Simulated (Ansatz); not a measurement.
## How methods differ on GeSiH6O (SMILES [SiH3][O][GeH3])

GeSiH6O: 9 atoms, total charge 0, spin state singlet. SMILES: `[SiH3][O][GeH3]`. The coordinates come from a PBE0-D4/def2-TZVP relaxation.

Quantity: the HOMO–LUMO gap, in eV. The values are calculated.

```json
{"level": "BLYP/def2-SVP", "kind": "GGA", "program": "Ansatz", "value (eV)": "6.11", "CPU time": "4 s"}
{"level": "revPBE/def2-SVP", "kind": "GGA", "program": "Ansatz", "value (eV)": "6.18", "CPU time": "4.3 s"}
{"level": "r2SCAN/def2-SVP", "kind": "meta-GGA", "program": "Ansatz", "value (eV)": "6.81", "CPU time": "6.4 s"}
{"level": "BHLYP/def2-SVP", "kind": "global hybrid", "program": "Ansatz", "value (eV)": "10.81", "CPU time": "5.8 s"}
{"level": "PBE0/def2-SVP", "kind": "global hybrid", "program": "Ansatz", "value (eV)": "8.46", "CPU time": "4.8 s"}
{"level": "r2SCAN0/def2-SVP", "kind": "hybrid meta-GGA", "program": "Ansatz", "value (eV)": "8.93", "CPU time": "11 s"}
{"level": "HSE06/def2-SVP", "kind": "range-separated hybrid", "program": "Ansatz", "value (eV)": "7.68", "CPU time": "4.8 s"}
{"level": "wB97X/def2-SVP", "kind": "range-separated hybrid", "program": "Ansatz", "value (eV)": "12.95", "CPU time": "16 s"}
```

All-electron rows without a relativistic Hamiltonian named are non-relativistic. The values span 6.11 to 12.95 eV. Orbital gaps aren't excitation energies; they tend to grow with the share of exact exchange. Times are those of the runs behind each value, whatever else they computed, on shared processors of several kinds: orders of magnitude only.
